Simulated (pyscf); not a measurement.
# `[OH][Zn][SeH]`, singlet

Gas-phase minimum from PySCF at ωB97X-D3(BJ)/def2-SVP, one conformer. 

SMILES: [OH][Zn][SeH]
```xyz
5

O      0.0557     0.1055    -1.5013
Zn     0.8025    -0.0984     0.0947
Se     1.8776    -0.3629     2.0755
H     -0.8957     0.2526    -1.5133
H      1.7150    -1.8208     2.0149
```
Charge 0, spin multiplicity 1.

Bonded distances (Å): O1–Zn2 1.774, O1–H4 0.963, Zn2–Se3 2.269, Se3–H5 1.468. Bond angles (°): Zn2–O1–H4 116.4, O1–Zn2–Se3 176.6, Zn2–Se3–H5 91.6.

Properties at ωB97X-D3(BJ)/def2-SVP:

```json
{
  "harmonic_wavenumbers_unscaled": "111, 117, 147, 290, 595, 676, 734, 2488, 3924 cm⁻¹",
  "zero_point_energy": "13.0 kcal/mol",
  "rotational_symmetry_number": "1",
  "Entropy of this conformer at 298 K and 1 atm, rigid rotor and harmonic oscillator, modes under 100 cm⁻¹ raised to 100": "322.0 J/(mol K)",
  "dipole_moment": "1.58 D"
}
```

Single-point totals, which compare only within one level (frozen core for MP2 and CC):

```tsv
level	total energy (hartree)
ωB97X-D3(BJ)/def2-TZVP	-4257.37094
PBE/def2-TZVP	-4256.75979
r²SCAN/def2-TZVP	-4257.40545
B3LYP-D3(BJ)/def2-TZVP	-4257.56033
PBE0-D3(BJ)/def2-TZVP	-4256.85522
M06-2X/def2-TZVP	-4257.43515
ωB97M-D3(BJ)/def2-TZVP	-4257.52096
HF/def2-TZVPP	-4253.76599
MP2/def2-TZVPP	-4255.11940
CCSD/def2-TZVPP	-4255.04350
CCSD(T)/def2-TZVPP	-4255.08024
```

Soft torsions are taken as harmonic, which can shift the entropy by several J/(mol K). The CCSD(T) − MP2 part came from Ansatz, without density fitting, on the same reference. The frozen core leaves the outer d or s,p core shells of the metals and heavy elements correlated in the MP2 and CC values, and def2-TZVPP describes them poorly, so these totals are far from the basis limit. Elements up to Kr have no core potential and no relativistic terms here.
